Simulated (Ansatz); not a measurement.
Species: C3H3NS, charge 0, singlet. C3H3NS (1,3-thiazole, SMILES c1cscn1).
B3LYP-D3(BJ)/def2-TZVP minimum from Ansatz (a quantum-chemistry and plane-wave program):
```xyz
8

C     -0.8414    -1.1059     0.2736
C     -1.2034     0.1853     0.0333
S      0.1986     1.1385    -0.2423
C      1.1708    -0.2750    -0.0132
N      0.5056    -1.3590     0.2456
H     -1.5283    -1.9139     0.4777
H     -2.1917     0.6120     0.0050
H      2.2472    -0.2268    -0.0863
```
Charge 0, spin multiplicity 1.

Atomisation energy term by term, kcal/mol (programs: Ansatz). Open shells are spin-unrestricted; no spin-orbit coupling. Cores are frozen in correlated methods. Rows without X2C or -DK are non-relativistic. CBS(X,Y): correlation extrapolated as X^-3, Hartree-Fock from the larger set. A bracket is a step between two methods taken in the basis named. '+ core + X2C': CCSD(T) terms for core correlation (cc-pwCVTZ, 1s frozen past Ne) and scalar relativity (cc-pVTZ-DK). Where a partner has so few electrons that a lower coupled-cluster level is exact, that level stands in. The restricted determinant of C3H3NS (c1cscn1, singlet) is unstable towards broken spin symmetry in at least one set run.

```json
[
 {"term": "Hartree-Fock", "basis": "cc-pV(Q+d)Z", "kcal/mol": "567.56"},
 {"term": "CCSD correlation", "basis": "CBS(cc-pV(T+d)Z,cc-pV(Q+d)Z)", "kcal/mol": "244.06"},
 {"term": "(T)", "basis": "CBS(cc-pV(T+d)Z,cc-pV(Q+d)Z)", "kcal/mol": "24.56"},
 {"term": "CCSDT(Q) - CCSD(T)", "basis": "cc-pV(D+d)Z", "kcal/mol": "0.97"},
 {"term": "core correlation", "basis": "cc-pwCVTZ", "kcal/mol": "4.41"},
 {"term": "scalar relativity", "basis": "X2C, cc-pVTZ-DK", "kcal/mol": "-1.03"},
 {"term": "sum: De", "basis": "", "kcal/mol": "840.5"}
]
```
